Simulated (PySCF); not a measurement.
FOS, SMILES [S](F)=O (connectivity only; charge and spin as stated), charge -1, multiplicity 1. Atoms are numbered in the order given.

```xyz
3

O      0.5737    -1.2282     0.0000
S     -0.4928    -0.1485     0.0000
F      0.3660     1.3558     0.0000
```
Charge -1, spin multiplicity 1.

Geometry: PBE0-D3(BJ)/def2-TZVPD. The multiplicity is an assumed one; other spin states were not compared. The isomer is the one that the SMILES or the coordinates give; other isomers of the formula were not compared.

Level of theory: PBE0-D3(BJ)/def2-TZVPD (PySCF).

Frequencies are harmonic and unscaled.

Computed normal modes with their intensities:
| mode | ν (cm⁻¹) | IR (km/mol) | moving atoms (share of kinetic energy) |
|---|---|---|---|
| 1 | 329 | 3.2 | O 44 %, F 41 %, S 15 % |
| 2 | 572 | 171.4 | F 54 %, S 44 % |
| 3 | 1055 | 210.4 | O 66 %, S 34 % |
